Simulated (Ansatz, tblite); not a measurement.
Removing and adding an electron: (F)2Al-NH-SiH3 (AlSiNF2H4). Charge 0, multiplicity 1. Geometry: PBE-D4/def2-SVP. Ansatz, gas phase; energy differences of separate SCF runs; the oxidised species was run as a doublet alone; the reduced species was run as a doublet alone.

```xyz
9

Al   -1.695   -0.097   -0.482
F    -2.114    1.514   -0.391
F    -2.851   -1.203   -0.951
N    -0.048   -0.644   -0.092
Si    1.347    0.302    0.411
H     0.115   -1.655   -0.171
H     2.498    0.160   -0.553
H     1.846   -0.112    1.773
H     0.903    1.736    0.456
```

The xTB rows come from tblite.

```json
{"level": "GFN1-xTB", "−HOMO (eV)": "11.92", "vertical IE (eV)": "15.04", "−LUMO (eV)": "8.44", "vertical EA (eV)": "5.38", "HOMO–LUMO gap (eV)": "3.48", "IE − EA (eV)": "9.66", "remarks": "–"}
{"level": "GFN2-xTB", "−HOMO (eV)": "11.02", "vertical IE (eV)": "14.31", "−LUMO (eV)": "7.67", "vertical EA (eV)": "4.47", "HOMO–LUMO gap (eV)": "3.35", "IE − EA (eV)": "9.84", "remarks": "–"}
{"level": "PBE-D4/def2-TZVP", "−HOMO (eV)": "6.76", "vertical IE (eV)": "10.01", "−LUMO (eV)": "1.96", "vertical EA (eV)": "–", "HOMO–LUMO gap (eV)": "4.81", "IE − EA (eV)": "–", "remarks": "–"}
{"level": "PBE-D4/def2-TZVPD", "−HOMO (eV)": "6.82", "vertical IE (eV)": "–", "−LUMO (eV)": "2.13", "vertical EA (eV)": "0.23", "HOMO–LUMO gap (eV)": "4.68", "IE − EA (eV)": "–", "remarks": "HOMO above zero (-1 doublet)"}
{"level": "r2SCAN-D4/def2-TZVP", "−HOMO (eV)": "7.06", "vertical IE (eV)": "10.09", "−LUMO (eV)": "1.50", "vertical EA (eV)": "–", "HOMO–LUMO gap (eV)": "5.57", "IE − EA (eV)": "–", "remarks": "–"}
{"level": "r2SCAN-D4/def2-TZVPD", "−HOMO (eV)": "7.09", "vertical IE (eV)": "–", "−LUMO (eV)": "1.64", "vertical EA (eV)": "0.05", "HOMO–LUMO gap (eV)": "5.45", "IE − EA (eV)": "–", "remarks": "HOMO above zero (-1 doublet)"}
{"level": "PBE0-D4/def2-TZVP", "−HOMO (eV)": "8.11", "vertical IE (eV)": "10.23", "−LUMO (eV)": "1.09", "vertical EA (eV)": "–", "HOMO–LUMO gap (eV)": "7.02", "IE − EA (eV)": "–", "remarks": "–"}
{"level": "PBE0-D4/def2-TZVPD", "−HOMO (eV)": "8.15", "vertical IE (eV)": "–", "−LUMO (eV)": "1.32", "vertical EA (eV)": "0.06", "HOMO–LUMO gap (eV)": "6.83", "IE − EA (eV)": "–", "remarks": "HOMO above zero (-1 doublet)"}
```

   A HOMO above zero means that the electron is unbound at that level or that self-interaction error raises the level; the energy of removing that electron tells which. Raw xTB energy differences between charge states are shifted by several eV; the methods need an empirical correction for them.
